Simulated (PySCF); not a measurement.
stibine (H3Sb), SMILES [SbH3].

Coordinates come from a B3LYP-D3(BJ)/def2-TZVPD optimisation. The def2 effective core potentials stand for the cores of Sb; spin–orbit coupling is left out.

The numbers are results of PySCF with B3LYP-D3(BJ)/def2-TZVPD, not measurements.

Frequencies are harmonic and unscaled.

Modes within 1.5 cm⁻¹ of each other (mostly degenerate sets) share a row, with their intensities summed.

Computed vibrational spectrum:
| mode | ν (cm⁻¹) | IR (km/mol) | moving atoms (share of kinetic energy) |
|---|---|---|---|
| 1 | 811 | 60.3 | H 98 % |
| 2–3 | 843 | 36.9 | H 100 % |
| 4 | 1934 | 137.4 | H 99 % |
| 5–6 | 1940 | 355.9 | H 99 % |
